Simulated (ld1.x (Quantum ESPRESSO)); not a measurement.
**bismuth (Bi): excitation energies, all-electron against PAW**

```
Element                 : bismuth
Generator               : ld1.x (Quantum ESPRESSO) 7.5
Type                    : PAW
Functional              : LDA (PZ)
Relativity              : scalar-relativistic
Frozen core             : [Xe] 4f14 5d10
Valence charge          : 5
Reference configuration : 6s2 6p3
Partial waves           : 6s (bound): rcut 1.70, rcutus 2.00 bohr; 6s channel at 0.2 Ry: rcut 1.70, rcutus 2.00 bohr; 6p (bound): rcut 2.25, rcutus 2.85 bohr; 6p channel at 2.85 Ry: rcut 2.25, rcutus 2.85 bohr; 6d channel at 0.3 Ry: rcut 2.05, rcutus 2.65 bohr; 6d channel at 0.7 Ry: rcut 2.05, rcutus 2.65 bohr
Local potential         : all-electron potential smoothed inside 2.75 bohr (lloc = -2)
Core correction         : a·sin(br)/r model core, default radius (ld1.x builds one for every PAW set, though the input has nlcc=.false.)
Augmentation charge     : PSQ, radius 1.90 bohr
```

Energies are relative to the spin-unpolarised reference configuration 6s2 6p3; without spin polarisation the order of configurations can differ from experiment. Spin-polarised rows fill each open shell by Hund’s rule, majority spin first.

```tsv
valence configuration	charge	ΔE all-electron (eV)	error AE − PS (meV)
6s2 6p2	+1	8.154	-12
6s2 6p0	+3	47.434	-304
6s1 6p3	+1	19.049	-66
6s2 6p2.5	+0.5	3.208	-2.8
6s0 6p5	0	20.722	-97
6s2 6p3 (spin-polarised)	0	-1.024	-11
6s2 6p2 (spin-polarised)	+1	7.602	-21
```

(1) What are ΔE and the potential's error for 6s2 6p3.3?

(2) What are ΔE and the potential's error for 6s2 6p1?

Levels in the configuration 6s2 6p2.5:

| level | all-electron (eV) | pseudo (eV) |
| --- | --- | --- |
| 6s | -18.460 | -18.480 |
| 6p | -8.113 | -8.120 |

Results:

(1) ΔE = -1.152 eV all-electron; the error (AE − PS) is +0.4 meV.

(2) ΔE = 23.719 eV all-electron; the error (AE − PS) is -82 meV.
